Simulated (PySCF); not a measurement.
## Computed vibrations of YH3(H2O)

YH3(H2O) (singlet). PySCF 2.14.0, RKS PBE0, Y def2-SVP with ECP28, H def2-SVP, O def2-SVP; non-relativistic Hamiltonian with scalar-relativistic core potentials where named; density fitting; no spin-orbit coupling. Central differences of gradients.

```xyz
7

Y     0.2019   -0.2309    0.2309
H     1.0076    1.4555    0.9678
H    -0.7870   -1.4592    1.4592
H     1.0076   -0.9678   -1.4555
O    -1.0848    1.1502   -1.1502
H    -0.9124    2.0909   -0.9911
H    -0.9124    0.9911   -2.0909
```

Run from Python with OMP_NUM_THREADS=2. Where DIIS fails, smearing, a level shift and second-order steps follow.
It took 28 s on 2 threads of Arm Neoverse V2 (shared host).

(1) What are the harmonic wavenumbers and infrared intensities?

(2) Is this a minimum?

## Answers

(1) Modes are labelled in Cs; negative numbers are unstable modes, those under 60 cm⁻¹ near the noise; a finer grid moves soft modes by up to 10 cm⁻¹.
| cm⁻¹ | km/mol | symmetry |
| --- | --- | --- |
| -136 | – | a'' |
| 147 | 324.9 | a' |
| 256 | 441.8 | a' |
| 268 | 16.8 | a'' |
| 366 | 460.5 | a' |
| 422 | 17.6 | a' |
| 528 | 157.2 | a'' |
| 572 | 37.6 | a'' |
| 579 | 168.3 | a' |
| 1398 | 969.4 | a'' |
| 1413 | 978.1 | a' |
| 1483 | 69.2 | a' |
| 1600 | 90.1 | a' |
| 3791 | 105.6 | a' |
| 3884 | 179.0 | a'' |

(2) No: 1 unstable; the lowest moves the atoms so:
```
Y    0.00 -0.01 -0.01
H   -0.39  0.31 -0.26
H    0.00  0.10  0.10
H    0.39 -0.26  0.31
O    0.00  0.02  0.02
H    0.34 -0.07  0.22
H   -0.34  0.22 -0.07
```
